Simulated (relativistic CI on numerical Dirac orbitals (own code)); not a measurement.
## Bi7+: sensitivity of the levels to the model

Base calculation: Dirac-Coulomb-Breit CI, separate exchange-only KLI orbitals for each configuration, model QED, unscaled Slater integrals.

Configurations in the expansion (outside the closed core [Kr] 4d10 4f14): 5s²5p⁶5d⁸, 5s²5p⁶5d⁷6s, 5s²5p⁶5d⁷5f, 5s²5p⁶5d⁷6p, 5s²5p⁵5d⁹, 5s²5p⁶5d⁶6s6p, 5s²5p⁶5d⁷5g, 5s²5p⁶5d⁶5f6s, 5s²5p⁶5d⁷6d, 5s²5p⁶5d⁷7s, 5s²5p⁶5d⁷7p, 5s5p⁶5d⁹, 5s²5p⁶5d⁷6f, 5s²5p⁶5d⁷8p, 5s²5p⁵5d⁸5g, 5s²5p⁶5d⁷7f, 5s²5p⁶5d⁶5g6p, 5p⁶5d¹⁰, 5p⁶5d⁹5f, 5s²5p⁶5d⁶6s², 5s²5p⁶5d⁵5f6s², 5s²5p⁶5d⁵6s²6p, 5s²5p⁶5d⁵5g6s², 5s²5p⁶5d⁵6s²6d, 5p⁶5d⁹5g, 5p⁵5d¹⁰5g. Double excitations out of closed p, d and f shells are left out; levels of such configurations are missing from the list, as are those of other unlisted configurations, and high levels can miss mixing partners.

Variants: (1) P86 correlation estimate; (2) Breit term removed; (3) only the first 3 configurations. Shifts of the energy above 5s²5p⁶5d⁸ ³F4, in cm⁻¹, for the lowest level and the first level of each name with at least 55 % of one term (blank where a level changes its place among those of its configuration and J or its character, or is not in the variant):

```tsv
Level	Base	Δ(1)	Δ(2)	Δ(3)
5s²5p⁶5d⁸ ³F4	0	0	0	0
5s²5p⁶5d⁸ ³F3	23608	+2	+522	+43
5s²5p⁶5d⁸ ³P0	31355	+15	+106	+505
5s²5p⁶5d⁸ ³P1	40508	+20	+512	+362
5s²5p⁶5d⁸ ¹G4	44756	+9	+541	+159
5s²5p⁶5d⁸ ¹S0	92913	+12	+952	+860
5s²5p⁶5d⁷6s ⁵F5	204342	+5355	-426	-239
5s²5p⁶5d⁷6s ³H6	253670	+5357	+120	-43
5s²5p⁶5d⁷6s ³P0	257084	+5350	+64	+327
5s²5p⁶5d⁷6s ³G3	259140	+5359	+216	+89
5s²5p⁶5d⁷6s ³F4	287684	+5359	+582	+292
5s²5p⁶5d⁷6s ¹F3	291964	+5367	+491	+674
5s²5p⁶5d⁷6s ¹D2	323127	+5370	+595	+885
5s²5p⁶5d⁷6p ⁵D°0	349118	+7239	-333
```

At this charge configurations can still be misplaced by up to about 7 % of their energy. Terms inside the open d or f shell come out 10 to 20 % too wide with unscaled integrals. Levels and lines within the n = 5 or 6 shells can be off by up to 10 % or somewhat more, and those that change n by about 2 %, since core polarisation is missing.

Ionisation energy from the two ground configurations alone: base 122.116 eV; P86 correlation estimate 123.711 eV. The NIST ASD value (theoretical) is 122 eV.

LS names give the leading component of a level, which can be under half, so a name can repeat, a term be missing and a line seem to break the LS rules.
